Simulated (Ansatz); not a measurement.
## Abstraction of F: CHBrClF + Ge(CH3)F2 → CHBrCl + Ge(CH3)F3

Species: CHBrClF (bromochlorofluoromethane) `FC(Cl)Br`, singlet; Ge(CH3)F2, doublet; CHBrCl `Cl[CH]Br`, doublet; Ge(CH3)F3, singlet. A radical takes F: the energy is the difference in strength between the C–F bond broken and the Ge–F bond made.

Shapes, held fixed at every level: PBE0-D4/def2-TZVP. Programs: Ansatz 0.2.0. The zero-point and thermal change to 298 K, harmonic and unscaled (PBE0-D4/def2-TZVP), is -4.6 kJ/mol.

(1) Estimate ΔH(298 K) of this reaction.

Results:

(1) The highest level, CCSD(T)/def2-TZVPP, gives ΔH(298 K) = -116.0 kJ/mol; the levels span -116.0 to -73.7. The column of differences is taken from that level and isn't an error. No measured value is set beside it here. Open shells run unrestricted. Relativity is left out for Br, Ge. Outer-core shells of Br, Ge are correlated, in sets that cover them unevenly. CCSD(T)/def2-TZVPP lies outside the range of all other levels here, so it shouldn't be taken on trust. Times are processor times on shared x86 and Arm servers, and rough.

```json
{"level": "MP2/def2-SVP", "kind": "perturbation theory", "ΔH(298 K) (kJ/mol)": "-110.7", "less CCSD(T)/def2-TZVPP": "+5.3", "CPU time (sum over the molecules)": "–"}
{"level": "MP2/def2-TZVPP", "kind": "perturbation theory", "ΔH(298 K) (kJ/mol)": "-112.0", "less CCSD(T)/def2-TZVPP": "+4.0", "CPU time (sum over the molecules)": "–"}
{"level": "SPW92/def2-TZVPP", "kind": "LDA", "ΔH(298 K) (kJ/mol)": "-73.7", "less CCSD(T)/def2-TZVPP": "+42.3", "CPU time (sum over the molecules)": "10 s"}
{"level": "r2SCAN-D4/def2-TZVPP", "kind": "meta-GGA", "ΔH(298 K) (kJ/mol)": "-104.3", "less CCSD(T)/def2-TZVPP": "+11.7", "CPU time (sum over the molecules)": "46 s"}
{"level": "PBE0-D4/def2-TZVPP", "kind": "global hybrid", "ΔH(298 K) (kJ/mol)": "-97.0", "less CCSD(T)/def2-TZVPP": "+19.0", "CPU time (sum over the molecules)": "29 s"}
{"level": "wB97X-V/def2-TZVPP", "kind": "range-separated hybrid", "ΔH(298 K) (kJ/mol)": "-105.1", "less CCSD(T)/def2-TZVPP": "+10.9", "CPU time (sum over the molecules)": "74 s"}
{"level": "CCSD(T)/def2-TZVPP", "kind": "coupled cluster or CI", "ΔH(298 K) (kJ/mol)": "-116.0", "less CCSD(T)/def2-TZVPP": "0.0", "CPU time (sum over the molecules)": "8.1 min"}
```
